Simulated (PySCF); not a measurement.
Simulation results for GeH3NSi, GeH3O3, BGe2H7O

Calculation on a computer-drawn molecule: optimised geometry and harmonic frequencies of an isolated molecule of the commonest isotopes, restricted reference for singlets and unrestricted otherwise, frozen core in MP2; on germanium a core potential holds 10 electrons, which the energies leave out, and 3d is frozen in MP2 and coupled-cluster steps. Program: PySCF 2.14.0.

Common to all runs: multiplicity 1; basis and core potential on germanium cc-pVDZ-PP ECP10MDF.

(1) GeH3NSi

Start structure:
```xyz
6
GeH3NSi
N      0.6621     0.0120     1.6663
Ge    -0.6674     0.3738     0.7383
Si    -0.0871    -0.8491    -1.1531
H      0.8378     0.3653     2.6575
H     -1.9148     1.3815     1.2768
H     -1.1719    -1.8281    -1.0400
```

It was run with charge 0, method HF and basis cc-pV(D+d)Z.

The calculation gives: rotational constants 17.48, 3.089, 2.666 GHz; total energy -638.3860 hartree; convergence status largest gradient component 6.43e-06 hartree/bohr.

Drawn bonds:
```csv
atom,other atom,order
1,2,2
2,3,1
1,4,1
2,5,1
3,6,1
```

Optimised structure:
```xyz
6
GeH3NSi
N      0.8396     0.1444     1.8762
Ge    -0.4680     0.2676     0.8084
Si    -0.1755    -0.8876    -1.3229
H      0.6754     0.5693     2.7790
H     -1.7639     1.0451     1.1235
H     -1.4489    -1.6834    -1.1183
```

Modes:
```csv
frequency (cm⁻¹),reduced mass (dalton)
105.1,1.287
126.1,3.298
336.3,4.641
354.6,1.281
681,1.097
731.2,1.078
794.3,1.087
949.7,3.245
972.6,1.528
2141,1.027
2156,1.035
3723,1.076
```

(2) GeH3NSi

Start structure:
```xyz
6
GeH3NSi
N      0.8396     0.1444     1.8762
Ge    -0.4680     0.2676     0.8084
Si    -0.1755    -0.8876    -1.3229
H      0.6754     0.5693     2.7790
H     -1.7639     1.0451     1.1235
H     -1.4489    -1.6834    -1.1183
```

Here we set charge 0, method MP2 and basis cc-pV(D+d)Z.

It finds rotational constants 15.48, 3.193, 2.647 GHz; total energy -638.7394 hartree; convergence status largest gradient component 1.53e-05 hartree/bohr.

Drawn bonds:
```csv
atom,other atom,order
1,2,2
2,3,1
1,4,1
2,5,1
3,6,1
```

Optimised structure:
```xyz
6
GeH3NSi
N      0.9404     0.2216     1.8867
Ge    -0.5137     0.0837     0.8823
Si    -0.1191    -1.3473    -1.0256
H      0.7362     0.8421     2.6957
H     -1.8420     0.8117     1.2327
H     -1.5431    -1.1564    -1.5260
```

Modes:
```csv
frequency (cm⁻¹),reduced mass (dalton)
109.9,1.082
135.5,5.982
343.8,13.08
350.9,1.088
632.5,1.077
721,1.589
745.3,1.129
768.1,2.476
920.1,1.127
2071,1.021
2112,1.041
3395,1.075
```

(3) GeH3O3

Start structure:
```xyz
7
GeH3O3
O     -0.0692     0.3673     1.1762
Ge     0.7155    -0.5340     2.2447
O     -0.0890    -1.1995     3.4819
O      2.3066    -0.9175     2.0118
H     -1.1072     0.6239     1.2910
H      0.2925    -1.7336     4.1914
H      2.8091    -0.6033     1.3149
```

Settings of this run: charge 1, method HF and basis cc-pVDZ.

The calculation gives: rotational constants 6.638, 6.638, 3.319 GHz; total energy -519.4996 hartree; convergence status largest gradient component 1.299e-05 hartree/bohr.

Drawn bonds:
```csv
atom,other atom,order
1,2,1
2,3,1
2,4,1
1,5,1
3,6,1
4,7,1
```

Optimised structure:
```xyz
7
GeH3O3
O     -0.1079     0.4146     1.1399
Ge     0.6940    -0.5710     2.2446
O     -0.1355    -1.2023     3.5667
O      2.3255    -0.9253     2.0271
H     -1.0341     0.6186     1.2593
H      0.3157    -1.7624     4.1963
H      2.8005    -0.5690     1.2780
```

Modes:
```csv
frequency (cm⁻¹),reduced mass (dalton)
240.4,5.112
240.4,5.112
252.8,13.2
410,1.068
421.5,1.12
421.6,1.12
810.7,11.41
892.3,3.535
892.3,3.54
939.1,1.082
985.9,1.533
985.9,1.532
4033,1.068
4033,1.068
4044,1.069
```

(4) BGe2H7O

Start structure:
```xyz
11
BGe2H7O
O      0.4831    -1.6281     0.7870
Ge    -0.5674    -0.2312     0.7486
B     -2.2577    -0.5901    -0.2380
Ge    -2.5967    -2.1650    -1.3206
H      0.6852    -2.0454    -0.0218
H     -0.6709     0.0802     2.2096
H      0.2961     0.9334     0.2623
H     -3.1119     0.1952    -0.1760
H     -2.9039    -1.9328    -2.7961
H     -1.5478    -3.2484    -1.3425
H     -3.8316    -3.0366    -0.9557
```

Here we set charge 0, method HF and basis cc-pVDZ.

It finds rotational constants 6.695, 0.8827, 0.7969 GHz; total energy -690.3533 hartree; convergence status largest gradient component 4.245e-06 hartree/bohr.

Drawn bonds:
```csv
atom,other atom,order
1,2,1
2,3,1
3,4,1
1,5,1
2,6,1
2,7,1
3,8,1
4,9,1
4,10,1
4,11,1
```

Optimised structure:
```xyz
11
BGe2H7O
O      0.3106    -1.8242     1.0118
Ge    -0.5534    -0.2647     0.8280
B     -2.2267    -0.4620    -0.3992
Ge    -2.6269    -2.2237    -1.4496
H      0.7372    -2.1440     0.2304
H     -0.9153     0.1126     2.2645
H      0.4195     0.7763     0.2453
H     -2.9860     0.4632    -0.4755
H     -3.6023    -2.0263    -2.6171
H     -1.3371    -2.8415    -2.0103
H     -3.2431    -3.2344    -0.4715
```

Modes:
```csv
frequency (cm⁻¹),reduced mass (dalton)
49.96,1.796
69.97,2.372
86.64,1.879
176.5,1.064
206.6,9.356
381.1,1.142
421.6,1.147
436.4,1.707
607.8,1.661
668.9,2.666
708.2,1.313
719.7,4.2
781.8,1.409
851.3,1.107
900,1.077
933.8,1.027
953.2,1.043
962.6,1.109
976.9,1.023
1007,1.345
2185,1.02
2195,1.023
2201,1.023
2218,1.013
2240,1.019
2718,1.092
4161,1.067
```
